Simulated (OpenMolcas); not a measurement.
S+: Slater's ratio, thermal populations, worked from levels

```yaml
Program: OpenMolcas 26.06
Basis: ANO-RCC-VQZP [6s5p3d2f1g]
Scalar_Hamiltonian: DKH2, point nucleus
Active_space: 5 electrons in 4 orbitals (3s 3p)
State_averaging: 2S+1 = 4 odd, 1 root; 2S+1 = 2 odd, 8 roots; 2S+1 = 4 even, 3 roots; 2S+1 = 2 even, 9 roots
Spin-orbit_coupling: state interaction with AMFI integrals over the reference wave functions, term energies averaged over their components
```

Methods: CASSCF; SS-CASPT2, IPEA 0.25 Eh, imaginary shift 0.1 Eh (closed shells correlated: 2s 2p). Measured levels: NIST Handbook of Basic Atomic Spectroscopic Data.

**Slater's ratio.** With one set of orbitals, p3 has 2D* - 4S* = 9 F2 and 2P* - 2D* = 6 F2 (F2 = F²/25), a ratio of 2/3. Term energies are centres of gravity, weighted by 2J + 1.

```
   Source  2D* - 4S*  2P* - 4S*  F2 from the first  Ratio
   CASSCF      19227      26256               2136  0.366
SS-CASPT2      15158      24496               1684  0.616
 measured      14872      24556               1652  0.651
```

Energies in cm-1. A ratio away from 2/3 shows effects beyond one configuration with one set of orbitals, and in heavier atoms second-order spin-orbit shifts. In CASSCF the valence s occupation is 1.95 in 2P* against 2.00 in 2D*: mixing out of s² acts most on 2P* and pulls it down.

**Thermal populations.** Z = Σ (2J + 1) exp(-E/kT) with k = 0.695035 cm-1/K, over the levels below. No other level of either list lies under 90000 cm-1, which is above 7 kT at each temperature.

```json
{"Level": "3s2 3p3 4S* 3/2", "2J + 1": "4", "SS-CASPT2": "0.0", "measured": "0.0"}
{"Level": "3s2 3p3 2D* 3/2", "2J + 1": "4", "SS-CASPT2": "15140", "measured": "14853"}
{"Level": "3s2 3p3 2D* 5/2", "2J + 1": "6", "SS-CASPT2": "15170", "measured": "14885"}
{"Level": "3s2 3p3 2P* 1/2", "2J + 1": "2", "SS-CASPT2": "24490", "measured": "24525"}
{"Level": "3s2 3p3 2P* 3/2", "2J + 1": "4", "SS-CASPT2": "24500", "measured": "24572"}
{"Level": "3s 3p4 4P 5/2", "2J + 1": "6", "SS-CASPT2": "82910", "measured": "79395"}
{"Level": "3s 3p4 4P 3/2", "2J + 1": "4", "SS-CASPT2": "83280", "measured": "79757"}
{"Level": "3s 3p4 4P 1/2", "2J + 1": "2", "SS-CASPT2": "83490", "measured": "79963"}
```

```
T (K)  Z, SS-CASPT2  Z, measured levels  Ground level (%), SS-CASPT2  Ground level (%), measured levels
 8000         4.728               4.762                         84.6                               84.0
12000         5.943               5.998                         67.3                               66.7
```

At 12000 K, kT = 8340 cm-1, and the computed levels give Z = 4.000 + 0.651 + 0.973 + 0.106 + 0.212 + 0.000 + 0.000 + 0.000 = 5.943.

CASPT2 breaks the degeneracy within a term, and the mean is taken; among the terms shown or strongly mixed into the levels shown the widest spread is 120 cm-1 (3s2 3p3 2D*, SS-CASPT2). Over all roots computed the reference weight is 0.87 to 0.96 in SS-CASPT2; the roots of lowest weight are the least certain, and an intruder state may touch them. Terms of s pⁿ other than that of highest spin mix with s² pⁿ⁻² d, which this space lacks; all of them can be thousands of cm-1 off, and some have no real level of that name. Without dynamic correlation excited terms often stand tens of per cent too high (terms of higher spin than the ground term too low), and those without a measured partner can miss by more than the paired ones (holds for CASSCF). Measured partners are found by configuration, term and J. A level has none where our copy of the source lacks it or the pairing is in doubt (some pairs that miss far off the trend of their configuration count as doubtful), and it then counts in no deviation. Only configurations of the active space appear.

* marks odd parity.
